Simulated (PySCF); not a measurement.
K⁺ (potassium, charge +1) across methods

[Ar], closed-shell 1S. Calculation: PySCF 2.14, in x2c-TZVPPall with one added diffuse shell each of s, p, d type (7s5p4d, 42 functions); scalar relativity by spin-free X2C-1e.

```
method  E (hartree)  mean ε 2p (eV)  mean ε 3s (eV)  mean ε 3p (eV)  Σ⟨r²⟩ (bohr²)   ⟨S²⟩
   UHF   -601.30156         -319.53         -53.797         -31.847          19.52  0.000
   PBE     -601.841         -286.26         -41.436         -24.872          19.46  0.000
  PBE0     -601.887         -294.82         -44.834         -26.907          19.43  0.000
M06-2X     -602.067         -303.43         -47.471         -28.752          19.45  0.000
r2SCAN     -602.022         -290.01         -42.810         -25.469          19.42  0.000
 HSE06     -601.908         -294.29         -44.408         -26.483          19.43  0.000
  TPSS     -602.075         -286.97         -42.003         -25.067          19.43  0.000
   LDA     -600.297         -286.18         -41.347         -24.949          19.50  0.000
```

Problem. Estimate the same row for BP86.

Solution. E (hartree) = -602.114; mean ε 2p (eV) = -286.55; mean ε 3s (eV) = -41.517; mean ε 3p (eV) = -24.950; Σ⟨r²⟩ (bohr²) = 19.43; ⟨S²⟩ = 0.000.
